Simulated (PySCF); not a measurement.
Te(H)(SH) (H2STe), SMILES S[TeH]. Heavy atoms are numbered as in [TeH:1][SH:3]. Hydrogens are named by the atom that carries them.

Geometry optimised at PBE-D3(BJ)/def2-TZVP. The def2 effective core potentials stand for the cores of Te; spin–orbit coupling is left out.

Computed with r2SCAN/def2-TZVPD in PySCF.

Mulliken values depend strongly on the basis, most of all with diffuse functions as here. ESP charges are fitted to the potential on shells at 1.4 to 2.0 van der Waals radii. Atomic charges (e), one atom of each kind:

| atom | ESP fit | Mulliken |
|---|---|---|
| Te1 (TeH) | ___ | 0.08 |
| H on Te1 | ___ | 0.08 |
| S3 (SH) | ___ | -0.40 |
| H on S3 | ___ | 0.24 |

Question: What belongs in the gaps? (The exact figures need the calculation; the answer reports its results.)

Answer: 
- Te1 (TeH), ESP fit: 0.01
- H on Te1, ESP fit: 0.05
- S3 (SH), ESP fit: -0.20
- H on S3, ESP fit: 0.15
